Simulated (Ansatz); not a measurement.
Calculated with Ansatz (gas phase, PBE0-D4/def2-TZVP geometries, no zero-point term in ΔE). CBS: MP2 limit from def2 TZ/QZ plus the TZ coupled-cluster correction, frozen cores. DFT in def2-TZVPP. def2 core potentials past Kr. For I outer-core shells are correlated without core-valence functions, which leaves a few kJ/mol of doubt a bond. Each species was taken in one conformer, which may not be the lowest.

Reaction (isomerisation): `C[SiH]([SiH3])I` → `[SiH3]C[SiH2]I`

```json
{"level": "ωB97X-V", "ΔE (kJ/mol)": "2.9"}
{"level": "HF/CBS(def2)", "ΔE (kJ/mol)": "-6.7"}
```

(1) What does CCSD(T)/CBS give? (Estimate.)

Largest T1 diagnostic among the species: 0.010.

## Answers

(1) The calculation gave: +1.6 kJ/mol. The listed levels differ from it by 1.3, -8.3 kJ/mol.

From PBE to PBE0 (25 % exact exchange), in def2-TZVPP and without D4, ΔE moves by −4.0 kJ/mol.
